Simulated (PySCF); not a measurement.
PySCF input (BP86/def2-TZVPD):

```python
from pyscf import gto, scf, dft

mol = gto.M(
    atom='''
    Sn   -0.00000000   -0.00000000   -0.29954676
    F     0.00000000    0.00000000    1.66414866
    ''',
    basis='def2-tzvpd',
    ecp='def2-tzvp',
    charge=0,
    spin=1,
    symmetry='C2v',
    verbose=4,
)

mf = dft.UKS(mol, xc='bp86').density_fit(auxbasis='def2-universal-jkfit')
mf.grids.level = 3
mf.conv_tol = 1e-9
mf.max_cycle = 100
mf.max_memory = 1500
mf.kernel()
if not mf.converged:
    mf = mf.newton()
    mf.kernel(mf.make_rdm1())
mf.analyze()
```

Output:

```
ECP def2-tzvp not found for  F
PySCF version 2.14.0

[INPUT] verbose = 4
[INPUT] num. atoms = 2
[INPUT] num. electrons = 31
[INPUT] charge = 0
[INPUT] spin (= nelec alpha-beta = 2S) = 1
[INPUT] symmetry C2v subgroup None
[INPUT] Mole.unit = angstrom
[INPUT] Symbol           X                Y                Z      unit          X                Y                Z       unit  Magmom
[INPUT]  1 Sn     0.000000000000   0.000000000000  -0.299546760000 AA    0.000000000000   0.000000000000  -0.566061337901 Bohr   0.0
[INPUT]  2 F      0.000000000000   0.000000000000   1.664148660000 AA    0.000000000000   0.000000000000   3.144785197962 Bohr   0.0

nuclear repulsion = 53.3570973863961
point group symmetry = Coov, use subgroup C2v
symmetry origin: [ 0.00000000e+00  0.00000000e+00 -1.92175538e-09]
symmetry axis x: [1. 0. 0.]
symmetry axis y: [0. 1. 0.]
symmetry axis z: [0. 0. 1.]
num. orbitals of irrep A1 = 42
num. orbitals of irrep A2 = 10
num. orbitals of irrep B1 = 22
num. orbitals of irrep B2 = 22
number of shells = 32
number of NR pGTOs = 152
number of NR cGTOs = 96
basis = def2-tzvpd
ecp = def2-tzvp

******** <class 'pyscf.df.df_jk.DFSymAdaptedUKS'> ********
method = DFSymAdaptedUKS
initial guess = minao
damping factor = 0
level_shift factor = 0
DIIS = <class 'pyscf.scf.diis.CDIIS'>
diis_start_cycle = 1
diis_space = 8
diis_damp = 0
SCF conv_tol = 1e-09
SCF conv_tol_grad = None
SCF max_cycles = 100
direct_scf = False
number electrons alpha = 16  beta = 15
XC library pyscf.dft.libxc version 7.1.2
    S. Lehtola, C. Steigemann, M. J. T. Oliveira, and M. A. L. Marques,  SoftwareX 7, 1–5 (2018)
XC functionals = bp86
    A. D. Becke,  Phys. Rev. A 38, 3098 (1988)
    J. P. Perdew,  Phys. Rev. B 33, 8822 (1986)
    J. P. Perdew,  Phys. Rev. B 34, 7406–7406 (1986)
radial grids:
    Treutler-Ahlrichs [JCP 102, 346 (1995); DOI:10.1063/1.469408] (M4) radial grids

becke partition: Becke, JCP 88, 2547 (1988); DOI:10.1063/1.454033
pruning grids: <function nwchem_prune>
grids dens level: 3
symmetrized grids: C2v
atomic radii adjust function: <function treutler_atomic_radii_adjust>
small_rho_cutoff = 0
Freeze 0 electrons in irreps []
[...]
beta  HOMO (A1) = -0.305903459580808  LUMO (B2) = -0.133239046948998
  HOMO = -0.148326548527  LUMO = -0.144281292487  gap/eV = 0.11008
Extra cycle  E= -314.326152688955  delta_E= 1.76e-10  |g|= 2.41e-05  |ddm|= 1.85e-05
converged SCF energy = -314.326152688955  <S^2> = 0.75195216  2S+1 = 2.0019512
**** SCF Summaries ****
Total Energy =                        -314.326152688954778
Nuclear Repulsion Energy =              53.357097386396106
One-electron Energy =                 -622.536040163388861
Two-electron Energy =                  254.852790088038006
Two-electron Coulomb Energy =          283.468927522955482
DFT Exchange-Correlation Energy =      -28.616137434917487
HOMO-LUMO gap [eV] =                     0.110077023644157
Wave-function symmetry = B1
alpha occupancy for each irrep:     A1   A2   B1   B2
                                     8    1    4    3
beta  occupancy for each irrep:     A1   A2   B1   B2
                                     8    1    3    3
**** MO energy ****
alpha MO #1 (A1 #1), energy= -24.232205213955 occ= 1
alpha MO #2 (A1 #2), energy= -4.91987323345896 occ= 1
alpha MO #3 (B2 #1), energy= -3.30588309170377 occ= 1
alpha MO #4 (A1 #3), energy= -3.29651781416849 occ= 1
alpha MO #5 (B1 #1), energy= -3.29475319829303 occ= 1
alpha MO #6 (A1 #4), energy= -1.03670760884734 occ= 1
alpha MO #7 (B2 #2), energy= -0.963754467096126 occ= 1
alpha MO #8 (A1 #5), energy= -0.963373920974021 occ= 1
alpha MO #9 (A2 #1), energy= -0.962624621403606 occ= 1
alpha MO #10 (B1 #2), energy= -0.954880056495969 occ= 1
alpha MO #11 (A1 #6), energy= -0.939506575586531 occ= 1
alpha MO #12 (A1 #7), energy= -0.43994490857931 occ= 1
alpha MO #13 (B2 #3), energy= -0.329546411724053 occ= 1
alpha MO #14 (B1 #3), energy= -0.327578261576293 occ= 1
alpha MO #15 (A1 #8), energy= -0.314953690172761 occ= 1
alpha MO #16 (B1 #4), energy= -0.148326548526859 occ= 1
alpha MO #17 (B2 #4), energy= -0.144281292487227 occ= 0
alpha MO #18 (A1 #9), energy= -0.0614564758289653 occ= 0
alpha MO #19 (A1 #10), energy= -0.000380839299268132 occ= 0
alpha MO #20 (A2 #2), energy= 0.0431507511695893 occ= 0
alpha MO #21 (A1 #11), energy= 0.0495535279281633 occ= 0
alpha MO #22 (B1 #5), energy= 0.0578921608774068 occ= 0
alpha MO #23 (B2 #5), energy= 0.0660245338933754 occ= 0
alpha MO #24 (A1 #12), energy= 0.0722641773161895 occ= 0
alpha MO #25 (B1 #6), energy= 0.0848372088344975 occ= 0
alpha MO #26 (B2 #6), energy= 0.0907647593894461 occ= 0
alpha MO #27 (A1 #13), energy= 0.0965908461159195 occ= 0
alpha MO #28 (A1 #14), energy= 0.174738310041597 occ= 0
alpha MO #29 (B1 #7), energy= 0.18084063677114 occ= 0
alpha MO #30 (B2 #7), energy= 0.181054143285223 occ= 0
alpha MO #31 (A2 #3), energy= 0.2298496524156 occ= 0
alpha MO #32 (A1 #15), energy= 0.234551453830104 occ= 0
alpha MO #33 (B1 #8), energy= 0.249669588756356 occ= 0
alpha MO #34 (B2 #8), energy= 0.253897347477428 occ= 0
alpha MO #35 (A1 #16), energy= 0.263001430876056 occ= 0
alpha MO #36 (A1 #17), energy= 0.292743028568019 occ= 0
alpha MO #37 (A1 #18), energy= 0.356148247821142 occ= 0
alpha MO #38 (A2 #4), energy= 0.455004107435949 occ= 0
alpha MO #39 (A1 #19), energy= 0.456034799592882 occ= 0
alpha MO #40 (B2 #9), energy= 0.569673290888071 occ= 0
alpha MO #41 (B1 #9), energy= 0.569709902794562 occ= 0
alpha MO #42 (A1 #20), energy= 0.585673833653498 occ= 0
alpha MO #43 (B2 #10), energy= 0.641162286307622 occ= 0
alpha MO #44 (B1 #10), energy= 0.644090170884615 occ= 0
alpha MO #45 (B1 #11), energy= 0.65593687080952 occ= 0
alpha MO #46 (B2 #11), energy= 0.657273627229988 occ= 0
alpha MO #47 (B2 #12), energy= 0.711532165856095 occ= 0
alpha MO #48 (B1 #12), energy= 0.712625799082494 occ= 0
alpha MO #49 (A1 #21), energy= 0.723250725893156 occ= 0
alpha MO #50 (A2 #5), energy= 0.754341681911553 occ= 0
alpha MO #51 (A1 #22), energy= 0.756676899999093 occ= 0
alpha MO #52 (A1 #23), energy= 0.959047794698918 occ= 0
alpha MO #53 (B1 #13), energy= 1.00636760772092 occ= 0
alpha MO #54 (B2 #13), energy= 1.00640287169469 occ= 0
alpha MO #55 (A1 #24), energy= 1.0337055365544 occ= 0
alpha MO #56 (A1 #25), energy= 1.08159852178965 occ= 0
alpha MO #57 (A2 #6), energy= 1.09979315310193 occ= 0
alpha MO #58 (A1 #26), energy= 1.10298037020935 occ= 0
alpha MO #59 (B2 #14), energy= 1.14303791313893 occ= 0
alpha MO #60 (B1 #14), energy= 1.14736034412905 occ= 0
alpha MO #61 (A1 #27), energy= 1.40773213924345 occ= 0
alpha MO #62 (B1 #15), energy= 2.15396698937466 occ= 0
alpha MO #63 (B2 #15), energy= 2.1543335235432 occ= 0
alpha MO #64 (A2 #7), energy= 2.18390062749673 occ= 0
alpha MO #65 (A1 #28), energy= 2.18416960461547 occ= 0
alpha MO #66 (A2 #8), energy= 2.19166068291492 occ= 0
alpha MO #67 (A1 #29), energy= 2.19220168781533 occ= 0
alpha MO #68 (B2 #16), energy= 2.22398856460618 occ= 0
alpha MO #69 (B1 #16), energy= 2.22796766719261 occ= 0
alpha MO #70 (A1 #30), energy= 2.3007992732429 occ= 0
alpha MO #71 (B2 #17), energy= 2.32711175100422 occ= 0
alpha MO #72 (B1 #17), energy= 2.33315035182184 occ= 0
alpha MO #73 (A1 #31), energy= 2.48276872222222 occ= 0
alpha MO #74 (A1 #32), energy= 3.18295843592067 occ= 0
alpha MO #75 (B2 #18), energy= 3.2743381943898 occ= 0
alpha MO #76 (B1 #18), energy= 3.27562104422912 occ= 0
alpha MO #77 (A1 #33), energy= 3.55051057293193 occ= 0
alpha MO #78 (A1 #34), energy= 4.01832182264944 occ= 0
alpha MO #79 (A2 #9), energy= 6.76651631772705 occ= 0
alpha MO #80 (A1 #35), energy= 6.76660194855809 occ= 0
alpha MO #81 (B1 #19), energy= 6.77057083423 occ= 0
alpha MO #82 (B2 #19), energy= 6.77057150571096 occ= 0
alpha MO #83 (B2 #20), energy= 6.81274706837487 occ= 0
alpha MO #84 (B1 #20), energy= 6.8143523946678 occ= 0
alpha MO #85 (A1 #36), energy= 6.89112716087723 occ= 0
alpha MO #86 (A1 #37), energy= 8.31234936230953 occ= 0
alpha MO #87 (A2 #10), energy= 8.31247127761849 occ= 0
alpha MO #88 (B2 #21), energy= 8.35745901529814 occ= 0
alpha MO #89 (B1 #21), energy= 8.35773139196694 occ= 0
alpha MO #90 (A1 #38), energy= 8.55636316107624 occ= 0
alpha MO #91 (A1 #39), energy= 36.0069981558179 occ= 0
alpha MO #92 (B2 #22), energy= 36.6786926140105 occ= 0
alpha MO #93 (B1 #22), energy= 36.6794233948613 occ= 0
alpha MO #94 (A1 #40), energy= 36.9493884165957 occ= 0
alpha MO #95 (A1 #41), energy= 56.5161446141478 occ= 0
alpha MO #96 (A1 #42), energy= 113.973909836467 occ= 0
beta  MO #1 (A1 #1), energy= -24.2309855527672 occ= 1
beta  MO #2 (A1 #2), energy= -4.91871714366318 occ= 1
beta  MO #3 (B2 #1), energy= -3.30559813937589 occ= 1
beta  MO #4 (A1 #3), energy= -3.29617842734259 occ= 1
beta  MO #5 (B1 #1), energy= -3.2916884635925 occ= 1
beta  MO #6 (A1 #4), energy= -1.03484444794038 occ= 1
[...]
```
